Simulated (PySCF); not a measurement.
HSSi, SMILES [Si]=[SH+] (connectivity only; charge and spin as stated), charge +1, multiplicity 1.

Geometry optimised at B3LYP-D3(BJ)/def2-TZVP. The isomer is the one that the SMILES or the coordinates give; other isomers of the formula were not compared.

Calculation: TDA-LC-ωPBE/def2-TZVPD in PySCF.

Vertical excitations. Isolated molecule, no solvent. State labels are in the subgroup Cs.

| state | symmetry | energy (eV) | λ (nm) | f | main pairs |
|---|---|---|---|---|---|
| S1 | A" | 4.00 | 310 | 0.000 | HOMO−1→LUMO 98 % |
| S2 | A' | 4.02 | 308 | 0.033 | HOMO→LUMO 97 % |
| S3 | A" | 4.63 | 268 | 0.031 | HOMO→LUMO+1 97 % |
| S4 | A' | 5.57 | 222 | 0.075 | HOMO−1→LUMO+1 84 % |
| S5 | A" | 7.40 | 168 | 0.003 | HOMO−1→LUMO+2 65 %, HOMO−1→LUMO+3 25 % |
| S6 | A' | 7.88 | 157 | 0.003 | HOMO−2→LUMO 68 %, HOMO→LUMO+3 19 % |
| S7 | A" | 8.03 | 154 | 0.011 | HOMO−2→LUMO+1 94 % |
| S8 | A' | 8.29 | 150 | 0.001 | HOMO→LUMO+2 80 % |
| S9 | A" | 8.45 | 147 | 0.035 | HOMO−1→LUMO+3 65 %, HOMO−1→LUMO+2 27 % |
| S10 | A' | 9.77 | 127 | 0.771 | HOMO−3→LUMO 40 %, HOMO→LUMO+3 34 %, HOMO−2→LUMO 7 % |
| T1 | A' | 2.42 | 513 | 0 | HOMO→LUMO 94 % |
| T2 | A" | 3.06 | 405 | 0 | HOMO→LUMO+1 95 % |
| T3 | A" | 3.71 | 334 | 0 | HOMO−1→LUMO 97 % |
| T4 | A' | 3.74 | 332 | 0 | HOMO−1→LUMO+1 97 % |
Triplets are in the Tamm–Dancoff approximation.
